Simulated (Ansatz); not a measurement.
Mulliken charges of FGeH2I, SMILES `[F][GeH2][I]` from r2SCAN/def2-TZVPP in Ansatz (PBE0-D4/def2-TZVP geometry).

```csv
atom,x (Å),y (Å),z (Å),charge (e)
F1,-0.265,-0.807,1.495,-0.366
Ge2,0.194,-0.103,-0.022,0.601
I3,-1.691,1.351,-0.758,-0.234
H4,0.375,-1.262,-1.005,-0.001
H5,1.436,0.748,0.249,-0.001
```

Q: By hand: the dipole of these point charges (1 e Å = 4.8032 D).

A: Σ q r = (0.607, -0.082, -0.382) e Å, of length 0.722 e Å = 3.47 D.

Q: How does the dipole of the full density compare? (Best estimate.)

A: The calculation gave: (0.274, 0.033, -0.284) e Å, 1.90 D; the point charges give 1.83 times that, at 18° from its direction.

Point charges leave out the atoms' own dipoles, such as those of lone pairs, and Mulliken's split depends on the basis, so the two needn't agree.
